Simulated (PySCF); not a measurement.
## Spinor energies of Tc³⁺ (technetium, charge +3)

Start: [Kr] 4d4; 4d3/2 filled at m_j = -3/2, -1/2, +1/2, +3/2. Calculated with PySCF 2.14 in x2c-TZVPall-2c: generalised Hartree-Fock with the X2C-1e Hamiltonian and a Gaussian nucleus; one run each with spin-orbit coupling (SO) switched off, then screened by Boettger's factors.

| spinor shell | electrons | ε, spin-free (eV) | ε, screened SO (eV) | weight of nominal j (screened SO) | rms radius, screened SO (bohr) |
| --- | --- | --- | --- | --- | --- |
| 1s1/2 | 2 | -21191.1 | -21189.8 | 1.000 | 0.0394 |
| 2s1/2 | 2 | -3127.7 | -3127.3 | 1.000 | 0.162 |
| 2p1/2 | 2 | -2795.9 | -2877.6 | 1.000 | 0.141 |
| 2p3/2 | 4 | -2795.9 | -2757.6 | 1.000 | 0.145 |
| 3s1/2 | 2 | -603.84 | -603.71 | 1.000 | 0.442 |
| 3p1/2 | 2 | -491.98 | -506.20 | 1.000 | 0.439 |
| 3p3/2 | 4 | -491.98 | -485.24 | 1.000 | 0.450 |
| 3d3/2 | 4 | -311.02 | -313.64 | 0.965 | 0.433 |
| 3d5/2 | 6 | -311.02 | -309.12 | 0.977 | 0.437 |
| 4s1/2 | 2 | -119.99 | -119.94 | 1.000 | 1.13 |
| 4p1/2 | 2 | -86.084 | -92.145 | 0.677 | 1.24 |
| 4d3/2 | 4 | -43.107 | -43.122 | 0.546 | 1.62 |

(1) Where does 4p3/2 lie, and what is the 4p spin-orbit splitting (screened SO)?

| quantity | spin-free | screened SO |
| --- | --- | --- |
| E (hartree) | -4280.98441 | -4281.54381 |
| M_J | 0 | 0 |
| ⟨J²⟩ | 4.005 | 3.695 |
| ⟨L²⟩ | 6.004 | 5.974 |
| ⟨S²⟩ | 6.001 | 5.969 |

The determinant has a definite M_J but mixes levels of different J.

Each row is a mean over spinors that exchange with the open shell spreads, by up to 6.532 eV (4p3/2).

Rows whose weight is well below 1 are mixtures of j = l ± 1/2: exchange outweighs spin-orbit coupling there, and the label is only the starting occupation.

Breit and QED terms are absent; they matter most for the inner s and p1/2 levels.

Densities and radii are taken from the X2C orbitals without a picture-change correction, which distorts them close to the nucleus.

Without spin-orbit coupling the j labels of p, d and f shells carry no meaning; the spin-free column gives the mean over the occupied spinors of each nl shell, and its ⟨J²⟩ belongs to a mixture of degenerate components.

Answers

(1) At -83.073 eV, 9.072 eV above 4p1/2.
